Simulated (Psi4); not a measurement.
C2H4NO, charge -1, singlet, geometry from GFN2-xTB (a gas-phase anion, which may not be bound at this level). Base run: CCSD(T)/def2-SVP (Psi4 1.11).

The Psi4 input:
```
memory 2 GB

molecule mol {
-1 1
  O     0.441030    1.197487    0.476810
  C     0.161636    0.062017    0.020882
  N     0.951994   -0.887731   -0.386614
  C    -1.335458   -0.321731   -0.096760
  H    -1.850846    0.400130   -0.732209
  H    -1.430953   -1.318667   -0.521020
  H    -1.798838   -0.296964    0.890819
  H     1.931371   -0.591985   -0.290499
}

set basis def2-svp
set reference rhf
set freeze_core true

energy('ccsd(t)')
print_variables()
```

Variants of this job, named by their change:

```tsv
change	ΔE vs base (kcal/mol)	MP2 correlation (Eh)	basis functions	core-seconds (rough)
base	0.000	-0.62532	76	20
method = fno-ccsd(t)	0.000	-0.62532	76	10
method = mp2	30.55	-0.62510	76	3
method = mp3	?	-0.62510	76	3
method = dlpno-mp2	30.62	-0.62500	76	3
method = qcisd(t)	-0.526	-0.62532	76	10
method = ccsd	?	-0.62532	76	10
method = mp4	-1.55	-0.62532	76	9
```

Problem. Fill in the missing entries.

Solution. 
- method = mp3, ΔE vs base (kcal/mol): 19.43
- method = ccsd, ΔE vs base (kcal/mol): 13.24

A gas-phase anion may not be bound at this level; its values then depend on the basis.
